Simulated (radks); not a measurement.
Ionisation of neutral sulfur, [Ne] 3s2 3p4, to [Ne] 3s2 3p3 as the strength of local exchange is varied. Calculated with a radial shooting solver on a logarithmic mesh with Libxc functionals: scalar-relativistic Kohn-Sham, Slater X-alpha exchange (alpha = 2/3 is LDA exchange), no correlation, spin-polarised, spherical densities, point nucleus; open shells are filled with parallel spins first.

| alpha | E(S) (hartree) | exchange (hartree) | IE (eV) | -e of the level emptied (eV) | <r> of it (bohr) |
|---|---|---|---|---|---|
| 0.602 | -394.41441 | -20.65923 | 8.305 | 4.260 (3p) | 2.214 |
| 0.667 | -396.65104 | -23.00235 | 8.812 | 4.732 (3p) | 2.172 |
| 0.713 | -398.24051 | -24.67368 | 9.182 | 5.079 (3p) | 2.144 |
| 0.933 | -405.91798 | -32.81687 | 11.069 | 6.889 (3p) | 2.022 |
| 1.025 | -409.16558 | -36.29552 | 11.916 | 7.717 (3p) | 1.976 |
| 1.037 | -409.59079 | -36.75244 | 12.029 | 7.828 (3p) | 1.971 |

NIST Atomic Spectra Database: 10.360 eV (measured). The Delta-SCF value meets it near alpha = 0.85. Open shells are spherical and high-spin; term and fine-structure splittings are not resolved.
